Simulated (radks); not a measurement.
Coulomb parameter of the 3d shell of the iron ion Fe+ in the model configuration [Ar] 3d4.5 4s1 4p1.5, as a second difference U = [E(n + 0.25) + E(n - 0.25) - 2 E(n)] / (0.25)^2 with all orbitals relaxed. "Bare": the charge of the atom changes with n. "Screened": the 4p shell takes up the change at fixed total charge, which measures U(3d,3d) + U(4p,4p) - 2 U(3d,4p). Method: scalar-relativistic Kohn-Sham, r2SCAN, spin-unpolarised, spherical densities, finite nucleus; meta-GGA in the generalised Kohn-Sham scheme; Fermi nuclear charge, rms radius 3.7377 fm; computed with a radial shooting solver on a logarithmic mesh with Libxc functionals.

case                     configuration  E - E(n) (eV)
start             [Ar] 3d4.5 4s1 4p1.5          0.000
bare +0.25       [Ar] 3d4.75 4s1 4p1.5         -6.220
bare -0.25       [Ar] 3d4.25 4s1 4p1.5          7.232
screened +0.25  [Ar] 3d4.75 4s1 4p1.25         -4.028
screened -0.25  [Ar] 3d4.25 4s1 4p1.75          4.400

U(bare) = 16.201 eV, U(screened by 4p) = 5.954 eV, against the Slater integral F0(3d,3d) = 25.520 eV with frozen orbitals.
